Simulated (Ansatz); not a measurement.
CH3ClMoO2S (`C[O][Mo](=[O])(=[S])[Cl]`), relaxed with RKS PBE-D4/def2-SVP in Ansatz from a rough embedded geometry. The force threshold is 0.03 eV/Å; the program also tests the step.

The species carries charge 0 and has multiplicity 1. Mo takes the def2 core potential.

Start:

```xyz
9

C     0.121   -1.031   -0.918
O    -0.651    0.120   -1.038
Mo   -0.231    1.112    0.662
O    -1.604    2.268    1.121
S     1.526    2.147    0.488
Cl   -0.050   -0.463    2.516
H    -0.371   -1.766   -0.236
H     0.106   -1.531   -1.954
H     1.153   -0.857   -0.641
```

Question: By how much does the energy fall, and how many steps does the optimiser take? (Estimate.)

Answer: The calculation gave: 143.74 kJ/mol, in 14 steps, 2 of them rejected.

Question: Which bonds change most? (An estimate is asked.)

Answer: Computed: O2–Mo3 from 2.013 to 1.847 Å; Mo3–O4 from 1.852 to 1.692 Å; Mo3–Cl6 from 2.440 to 2.283 Å; Mo3–S5 from 2.047 to 2.135 Å.

Question: Give the relaxed structure. (Estimate.)

Answer: Ansatz gave: 
```xyz
9

C     0.162   -1.134   -1.124
O    -0.563   -0.316   -0.227
Mo   -0.321    1.061    0.979
O    -1.461    2.275    0.679
S     1.632    1.857    0.642
Cl   -0.494    0.326    3.133
H     0.168   -2.177   -0.742
H    -0.334   -1.116   -2.118
H     1.211   -0.776   -1.222
```
